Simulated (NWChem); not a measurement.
System meant: CH₆BeOSSi; SMILES [Be]([O][SiH3])[S]C

NWChem input:

```
start job
memory heap 200 mb stack 900 mb global 1100 mb
geometry units angstroms noautoz
  Be     0.338467     0.250168     0.200844
  S      0.640515     2.122194     0.339184
  C     -1.014829     2.787363    -0.081989
  H     -1.322752     2.505226    -1.097808
  H     -0.932644     3.881608    -0.038097
  H     -1.778398     2.469465     0.640652
  O      0.133563    -1.148311     0.103526
  Si    -0.106667    -2.778542     0.006476
  H     -1.265004    -3.067590    -0.891285
  H     -0.393980    -3.337603     1.361349
  H      1.112242    -3.442176    -0.544684
end
basis spherical
  Be library def2-svp
  S library def2-svp
  C library def2-svp
  H library def2-svp
  O library def2-svp
  Si library def2-svp
end
dft
  odft
  mult 2
  xc xpbe96 cpbe96
  iterations 150
  mulliken
end
task dft energy
```

End of the output:

```
 Summary of "ao basis" -> "" (spherical)
 ------------------------------------------------------------------------------
       Tag                 Description            Shells   Functions and Types
 ---------------- ------------------------------  ------  ---------------------
 Be                         def2-svp                 5        9   3s2p
 S                          def2-svp                 8       18   4s3p1d
 C                          def2-svp                 6       14   3s2p1d
 H                          def2-svp                 3        5   2s1p
 O                          def2-svp                 6       14   3s2p1d
 Si                         def2-svp                 8       18   4s3p1d

  pbe96 is a nonlocal functional; adding pw91lda local functional.

                                 NWChem DFT Module
                                 -----------------

 Summary of "ao basis" -> "ao basis" (spherical)
 ------------------------------------------------------------------------------
       Tag                 Description            Shells   Functions and Types
 ---------------- ------------------------------  ------  ---------------------
 Be                         def2-svp                 5        9   3s2p
 S                          def2-svp                 8       18   4s3p1d
 C                          def2-svp                 6       14   3s2p1d
 H                          def2-svp                 3        5   2s1p
 O                          def2-svp                 6       14   3s2p1d
 Si                         def2-svp                 8       18   4s3p1d

  number of electrons :                   54
  multiplicity        :                    2
 ------------------------------------------------------------------------
  no. of electrons and multiplicity not compatible                  54
 ------------------------------------------------------------------------
 ------------------------------------------------------------------------
  current input line :
    31: task dft energy
 ------------------------------------------------------------------------
 ------------------------------------------------------------------------
 There is an error in the input file
 ------------------------------------------------------------------------
 For more information see the NWChem manual at https://nwchemgit.github.io

0: no. of electrons and multiplicity not compatible:Received an Error in Communication
```

Q: Find the fault in this run and fix the input.

A: The input was rejected before any calculation. Cause: the multiplicity doesn't fit the number of electrons (an even count wants an odd multiplicity, and the reverse). This input runs:
```
start job
memory heap 200 mb stack 900 mb global 1100 mb
geometry units angstroms noautoz
  Be     0.338467     0.250168     0.200844
  S      0.640515     2.122194     0.339184
  C     -1.014829     2.787363    -0.081989
  H     -1.322752     2.505226    -1.097808
  H     -0.932644     3.881608    -0.038097
  H     -1.778398     2.469465     0.640652
  O      0.133563    -1.148311     0.103526
  Si    -0.106667    -2.778542     0.006476
  H     -1.265004    -3.067590    -0.891285
  H     -0.393980    -3.337603     1.361349
  H      1.112242    -3.442176    -0.544684
end
basis spherical
  Be library def2-svp
  S library def2-svp
  C library def2-svp
  H library def2-svp
  O library def2-svp
  Si library def2-svp
end
dft
  xc xpbe96 cpbe96
  iterations 150
  mulliken
end
task dft energy
```
It converges to -818.67794 Ha (PBE/def2-SVP).
